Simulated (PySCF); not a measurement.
C4H4N2. Atoms are numbered in the order given.

```xyz
10

C      0.0000     1.1316    -0.6991
C      0.0000     1.1316     0.6991
N      0.0000     0.0000     1.4024
C      0.0000    -1.1316     0.6991
C      0.0000    -1.1316    -0.6991
N      0.0000     0.0000    -1.4024
H      0.0000     2.0743    -1.2587
H      0.0000     2.0743     1.2587
H      0.0000    -2.0743     1.2587
H      0.0000    -2.0743    -1.2587
```
Charge 0, spin multiplicity 1.

Coordinates come from a ωB97X-D3(BJ)/def2-SVP optimisation.

All values below come from PySCF with PBE0/def2-TZVP.

```
Item                                                                                                             Value
---------------------------------------------------------------------------------------------  -----------------------
total energy                                                                                        -264.10214 hartree
point group                                                                                                        D2h
highest occupied level                                                                                        -7.30 eV
lowest empty level                                                                                            -1.56 eV
orbital gap                                                                                                    5.74 eV
dipole moment                                                                                                0.000 e·Å
quadrupole, principal values (traceless, Buckingham form, about the centre of nuclear charge)  -9.47, -2.26, 11.74 D·Å
mean static polarisability                                                                        55.6 bohr³ (8.23 Å³)
polarisability, principal values                                                                32.8, 61.3, 72.6 bohr³
```
